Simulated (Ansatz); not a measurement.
Species: SeO₂ (charge -1, doublet). 
Coordinates optimised at B3LYP-D3(BJ)/def2-TZVP (Ansatz, an electronic-structure program):
```
Se
O 1 1.6856
O 1 1.6856 2 111.69
```
Charge -1, spin multiplicity 2.

Parts of the frozen-core correlation energy in aug-cc-pVDZ (Ansatz, hartree). Frozen orbitals: 16; correlated occupied orbitals by spin: 10 and 9; virtual: 56 and 57. UHF or UKS for open shells. No spin-orbit coupling. Non-relativistic.

```json
[
 {"term": "reference (HF)", "value": "-2549.51575"},
 {"term": "MP2 opposite-spin", "value": "___"},
 {"term": "MP2 same-spin", "value": "-0.15879"},
 {"term": "CCSD correlation", "value": "___"},
 {"term": "(T)", "value": "___"},
 {"term": "T1 diagnostic", "value": "0.029"},
 {"term": "largest doubles amplitude", "value": "0.033"},
 {"term": "<S^2> of the reference", "value": "0.782"}
]
```

Problem. What belongs in the gaps?

Solution. 
- MP2 opposite-spin, value: -0.39689
- CCSD correlation, value: -0.55214
- (T), value: -0.02547
